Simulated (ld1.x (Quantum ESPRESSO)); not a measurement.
**What one change does to a pseudopotential (gallium, RRKJ)**

- Element: Ga (Z = 31)
- Generator: ld1.x (Quantum ESPRESSO) 7.5
- Type: norm-conserving RRKJ (Kleinman–Bylander form)
- Functional: LDA (PZ)
- Relativity: scalar-relativistic
- Frozen core: [Ar]
- Valence charge: 13
- Reference configuration: 3d10 4s1.5 4p1.5
- Partial waves: 4s (bound): rc 1.85 bohr; 4p (bound): rc 2.55 bohr; 3d (bound): rc 1.35 bohr
- Local potential: the d channel
- Core correction: none
- rho0: 0.01

All-electron outer shells of the reference configuration (LDA (PZ), scalar-relativistic, ld1.x):

```
shell  level (eV)  outermost node (bohr)  outermost maximum (bohr)
   3s     -148.42                   0.27                      0.56
   3p      -99.64                   0.24                      0.56
   3d      -20.36                      –                      0.53
   4s       -9.75                   0.81                      1.87
   4p       -3.14                   0.87                      2.47
```

Change: all radii scaled by about 1.06 (s 1.96, p 2.72, d 1.44 bohr).

Cutoffs: the cutoffs (Ry, on a coarse ladder) from which the occupation-weighted sum of valence levels, in a spherical-Bessel basis at the reference potential, stays within 10 and 1 mRy of its value at 400 Ry; they do not see the model core or the augmentation charge, which bear on the density cutoff. Errors are all-electron minus pseudo energies relative to the spin-unpolarised reference configuration.

**Question.** Predict the effect on cutoff, ghosts and configuration errors.

**Answer.** The potential gets softer (160 Ry and 300 Ry → 140 Ry and 260 Ry); both files keep a bound ghost (p, s); of the 9 tests that both files solve, the error grows in 0 and shrinks in 1 by more than 15 % and 0.3 meV (median size 0.8 → 0.7 meV). A larger radius leaves more room for a smooth pseudo-wave, so fewer plane waves are needed.

| quantity | base | changed |
| --- | --- | --- |
| cutoff, loose | 160 Ry | 140 Ry |
| cutoff, tight | 300 Ry | 260 Ry |
| loose cutoff by channel (10 mRy a level) | s 30 Ry, p 6 Ry, d 140 Ry | s 30 Ry, p 6 Ry, d 120 Ry |
| bound ghosts | s, p | s, p |
| error for 3d10 4s2 4p1, meV [ΔE -3.26 eV] | +0.4 | +0.4 |
| error for 3d10 4s2 4p0, meV [ΔE 2.63 eV] | -0.8 | -0.6 |
| error for 3d10 4s1 4p0, meV [ΔE 24.13 eV] | +5.7 | +5.6 |
| error for 3d9 4s0 4p0, meV [ΔE 119.95 eV] | +55 | -6.0 |
| error for 3d10 4s2 4p1.3, meV [ΔE -3.84 eV] | +0.6 | +0.7 |
| error for 3d10 4s1 4p1, meV [ΔE 10.07 eV] | +0.6 | +0.5 |
| error for 3d10 4s1 4p2, meV [ΔE 3.35 eV] | -0.2 | -0.1 |
| error for 3d10 4s1.5 4p1.5 (spin-polarised), meV [ΔE -0.58 eV] | +12 | +11 |
| error for 3d10 4s2 4p1 (spin-polarised), meV [ΔE -3.40 eV] | +2.0 | +1.8 |

 A true bound ghost makes a file unfit for plane-wave use even where its test errors are small: the radial tests pick states by their node count and pass the ghost by.
